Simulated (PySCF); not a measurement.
Gas-phase reaction: 2 GaH(CH3)2 + 4 C3H4 (propyne) ⇌ Ga2H6 + 4 C4H6 (butadiene)

Method: PySCF energies plus ideal-gas RRHO corrections (1 bar). † marks an energy on the PBE0/def2-TZVP geometry and frequencies. MP2 freezes the core. All species are closed-shell singlets. B3LYP is the form with VWN-RPA correlation. Ga: all electrons, no relativistic terms. GaH(CH3)2, Ga2H6: computed as isolated molecules; such fragments, hydroxides, amides, oligomers or adducts are transient or little studied in the gas. MP2 isn't extrapolated to the basis-set limit.

B3LYP/def2-TZVP† gives ΔH°(298 K) = -209 kJ.

What do MP2/def2-TZVPP†, PBE0/def2-SVP†, M06-2X/def2-TZVP† give?

MP2/def2-TZVPP†: -137 kJ; PBE0/def2-SVP†: -260 kJ; M06-2X/def2-TZVP†: -163 kJ. For scale, ΔH°(298 K) is -209 kJ at this level, -189 kJ at ωB97M-V/def2-TZVP†, and runs from -295 to -137 kJ over the 19 levels computed.
